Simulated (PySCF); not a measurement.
Several molecules and their computed UV-vis stick spectra, shuffled. Level of theory: TDDFT CAM-B3LYP/def2-SVPD, vertical, gas phase, core orbitals frozen in the response (PySCF 2.14.0, density-fitted response routines). Geometries: GFN2-xTB; one conformer of each isolated species. Triplets are in the Tamm–Dancoff approximation.

A. `C/C(=C/[SiH3])C(Cl)Cl`
B. `N([Si@]([SiH3])(F)C)C`
C. `N[SiH2][SiH2][C@H](C)F`
D. `O=C[SiH2][C@@H](C=O)[SiH2]P`
E. `N[SiH2][C@@H](F)C[SiH3]`

Lowest singlet levels (six at most, fewer where fewer were computed) with oscillator strengths:

1. 214 nm (f 0.005); 179 nm (f 0.030); 177 nm (f 0.034); 169 nm (f 0.073); 169 nm (f 0.013); 164 nm (f 0.042); T1 5.45 eV
2. 197 nm (f 0.414); 192 nm (f 0.004); 183 nm (f 0.004); 179 nm (f 0.015); 177 nm (f 0.003); 176 nm (f 0.001); T1 3.97 eV
3. 194 nm (f 0.005); 183 nm (f 0.006); 176 nm (f 0.100); 168 nm (f 0.087); 163 nm (f 0.030); 161 nm (f 0.013); T1 6.08 eV
4. 357 nm (f 0.002); 279 nm (f 0.001); 230 nm (f 0.003); 204 nm (f 0.005); 198 nm (f 0.019); 195 nm (f 0.014); T1 2.82 eV
5. 192 nm (f 0.021); 171 nm (f 0.011); 168 nm (f 0.006); 164 nm (f 0.005); 157 nm (f 0.036); 154 nm (f 0.009); T1 6.08 eV

Question: Match each spectrum to its molecule.

Answer: 1 = C, 2 = A, 3 = B, 4 = D, 5 = E.
- A: S1 at 6.29 eV, HOMO→LUMO (96%); Löwdin shares by element: HOMO carbon 63% or more, chlorine 6% or more, silicon 6% (atoms not listed hold the other 25%); LUMO carbon 46% or more, silicon 13%, chlorine 10% or more (atoms not listed hold the other 31%); HOMO -9.20 and LUMO -0.14 eV.
- B: S1 at 6.38 eV, HOMO→LUMO+1 (67%), HOMO→LUMO+3 (9%), HOMO→LUMO+2 (9%); Löwdin shares by element: HOMO nitrogen 60%, carbon 13% or more, silicon 6% or more, hydrogen 6% or more; LUMO silicon 39%, carbon 13% or more, hydrogen 7% or more (atoms not listed hold the other 41%); HOMO -8.60 and LUMO 0.99 eV.
- C: S1 at 5.81 eV, HOMO→LUMO (92%); Löwdin shares by element: HOMO nitrogen 49%, silicon 22%, hydrogen 10% or more (atoms not listed hold the other 18%); LUMO silicon 45%, nitrogen 9%, hydrogen 8% or more (atoms not listed hold the other 39%); HOMO -8.78 and LUMO 0.42 eV.
- D: S1 at 3.47 eV, HOMO→LUMO+1 (61%), HOMO→LUMO (26%); Löwdin shares by element: HOMO oxygen 45% or more, carbon 19% or more, silicon 10% or more, hydrogen 8% or more (atoms not listed hold the other 17%); LUMO carbon 42%, oxygen 20% or more (atoms not listed hold the other 38%); HOMO -8.32 and LUMO -0.26 eV.
- E: S1 at 6.46 eV, HOMO→LUMO (84%), HOMO-1→LUMO (9%); Löwdin shares by element: HOMO nitrogen 49%, silicon 14% or more, hydrogen 9% or more, carbon 8% or more (atoms not listed hold the other 21%); LUMO silicon 32% or more, hydrogen 22% or more, nitrogen 12% (atoms not listed hold the other 34%); HOMO -8.92 and LUMO 0.98 eV.
A and B have S1 within 0.09 eV of each other; their strongest listed levels stand at 6.29 eV (f 0.414) and 7.06 eV (f 0.100).
B and E have S1 within 0.08 eV of each other; their strongest listed levels stand at 7.06 eV (f 0.100) and 7.90 eV (f 0.036).

Without π bonds the low states are Rydberg-like; a valence basis with one diffuse set may place them up to an eV too high.
